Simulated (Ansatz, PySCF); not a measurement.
The pair A = HF (SMILES F) (first 2 atoms), B = H2S (SMILES S); geometry from B3LYP-D3(BJ)/def2-TZVP.
(charge 0, multiplicity 1):
```xyz
5

F      0.0036    -0.1409    -0.3429
H      0.1275    -0.3538     0.5634
S      0.3015    -0.7028     2.7709
H     -1.0086    -0.4989     2.9897
H      0.6103     0.5781     3.0351
```

Cores are frozen in the correlated methods. CBS(a, b) extrapolates the correlation energy as X⁻³ and adds the Hartree–Fock energy of set b. MP2 and its Hartree–Fock in aug-cc-pV(Q+d)Z are density fitted.

Codes used: Ansatz (Gaussian orbitals); PySCF for the dispersion terms. Each number belongs to the level named beside it.

The monomers are drawn apart, rigid, along the line of their centres of mass. Counterpoise-corrected interaction energies (kcal/mol):

```csv
level,R = 4.032 Å,R = 4.928 Å
PBE/def2-TZVPPD,-2.9283,-1.1022
PBE-D3(BJ)/def2-TZVPPD,-3.2119,-1.2099
wB97M-V/def2-TZVPPD,-2.7579,-1.0857
"MP2/CBS(aug-cc-pV(T+d)Z, aug-cc-pV(Q+d)Z) + ΔCCSD(T)/aug-cc-pV(T+d)Z",-2.7004,-1.0604
```

R is the distance of the centres of mass. Find the local exponent m of E ∝ R⁻ᵐ between the two points.


m = ln(E₁/E₂)/ln(R₂/R₁): PBE/def2-TZVPPD 4.9; PBE-D3(BJ)/def2-TZVPPD 4.9; wB97M-V/def2-TZVPPD 4.6; MP2/CBS(aug-cc-pV(T+d)Z, aug-cc-pV(Q+d)Z) + ΔCCSD(T)/aug-cc-pV(T+d)Z 4.7. For scale, two fixed dipoles give m = 3, dipole and quadrupole 4, quadrupoles 5, and dispersion or dipole-induced dipole 6 at long range; at these distances several terms mix, and what is left of overlap and damping shifts m, so it need not match one of them.

Ansatz is a first-principles code.
